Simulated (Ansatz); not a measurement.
`C#C[CH](C)[SnH3]` at its PBE0-D4/def2-TZVP geometry, where that method's forces vanish. Charge 0, multiplicity 1. Sn: def2 effective core potential.

```json
{"atom": "C1", "x (Å)": "-1.291", "y (Å)": "1.901", "z (Å)": "-1.197"}
{"atom": "C2", "x (Å)": "-0.520", "y (Å)": "1.035", "z (Å)": "-0.877"}
{"atom": "C3", "x (Å)": "0.379", "y (Å)": "-0.009", "z (Å)": "-0.452"}
{"atom": "C4", "x (Å)": "1.473", "y (Å)": "0.487", "z (Å)": "0.493"}
{"atom": "Sn5", "x (Å)": "-0.822", "y (Å)": "-1.569", "z (Å)": "0.479"}
{"atom": "H6", "x (Å)": "-1.967", "y (Å)": "2.669", "z (Å)": "-1.489"}
{"atom": "H7", "x (Å)": "0.830", "y (Å)": "-0.476", "z (Å)": "-1.332"}
{"atom": "H8", "x (Å)": "2.079", "y (Å)": "1.259", "z (Å)": "0.012"}
{"atom": "H9", "x (Å)": "2.135", "y (Å)": "-0.330", "z (Å)": "0.788"}
{"atom": "H10", "x (Å)": "1.045", "y (Å)": "0.922", "z (Å)": "1.399"}
{"atom": "H11", "x (Å)": "0.215", "y (Å)": "-2.852", "z (Å)": "0.937"}
{"atom": "H12", "x (Å)": "-1.565", "y (Å)": "-0.906", "z (Å)": "1.863"}
{"atom": "H13", "x (Å)": "-1.993", "y (Å)": "-2.131", "z (Å)": "-0.624"}
```

**Question.** For each bond, give half the difference of the two atoms' forces along it (eV/Å; positive pushes the atoms apart) under PBE-D4, r2SCAN-D4, B3LYP-D4, ωB97M-V in def2-TZVPP. (An estimate is asked.)

**Answer.** Computed: 
| bond | length (Å) | PBE-D4 | r2SCAN-D4 | B3LYP-D4 | ωB97M-V |
| --- | --- | --- | --- | --- | --- |
| C1–C2 | 1.203 | 0.98 | 0.39 | -0.06 | -0.41 |
| C1–H6 | 1.064 | -0.37 | -0.24 | -0.08 | 0.06 |
| C2–C3 | 1.442 | -0.59 | -0.25 | 0.07 | 0.52 |
| C3–C4 | 1.528 | 0.02 | 0.14 | 0.17 | 0.14 |
| C3–Sn5 | 2.178 | 0.13 | 0.09 | 0.16 | -0.16 |
| C3–H7 | 1.095 | 0.13 | -0.02 | -0.13 | -0.17 |
| C4–H8 | 1.093 | 0.12 | -0.03 | -0.07 | -0.09 |
| C4–H9 | 1.092 | 0.09 | -0.05 | -0.07 | -0.06 |
| C4–H10 | 1.092 | 0.10 | -0.04 | -0.06 | -0.06 |
| Sn5–H11 | 1.712 | 0.07 | -0.02 | -0.01 | -0.06 |
| Sn5–H12 | 1.706 | 0.08 | -0.02 | 0.01 | -0.05 |
| Sn5–H13 | 1.705 | 0.06 | -0.02 | 0.00 | -0.05 |

B3LYP here is the variant with VWN-RPA as its local correlation; programs differ in this.
